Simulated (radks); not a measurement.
Task: The europium ion Eu2+ is in [Xe] 4f7. All-electron calculation, scalar-relativistic Kohn-Sham, r2SCAN, spin-polarised, spherical densities, finite nucleus; meta-GGA in the generalised Kohn-Sham scheme; Fermi nuclear charge, rms radius of each element as measured or else 0.836 A^(1/3) + 0.57 fm. Program: a radial shooting solver on a logarithmic mesh with Libxc functionals. Open shells are filled with parallel spins first. One electron is removed from 4d, 5s, 5p, 4f in turn, with full relaxation. Which removal costs least, and what does each cost?

Result: 4f 26.176 eV; 5p 41.990 eV; 5s 63.237 eV; 4d 154.26 eV. The 4f electron leaves first.
